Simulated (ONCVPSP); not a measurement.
## Configuration tests for B (Z = 5) (ONCV)

B (Z = 5), optimised norm-conserving Vanderbilt (ONCV), made with ONCVPSP 4.0.1 (PBE, scalar-relativistic). Core none, reference 1s2 2s2 2p1. Waves: 1s+2s: rc 0.60 bohr, ncon 3, nbas 6, qcut 15.7 1/bohr, 2 projectors; 2p: rc 3.25 bohr, ncon 4, nbas 7, qcut 5.3 1/bohr, 1 projector. Local part: polynomial inside 0.40 bohr (lpopt 3, dvloc0 3 Ha). Core correction: none.

Energies are relative to the spin-unpolarised reference configuration 1s2 2s2 2p1; without spin polarisation the order of configurations can differ from experiment. Not all tests gave a result: 1 of 4 tests not solved or not reliable.

```tsv
valence configuration	charge	ΔE all-electron (eV)	error AE − PS (meV)
1s2 2s2 2p0	+1	8.219	+81
1s2 2s1 2p0	+2	33.642	+250
1s2 2s2 2p0.5	+0.5	2.887	+11
```

Note: no bound ghost flagged; GHOST(+) flagged for p at 25.5 eV.
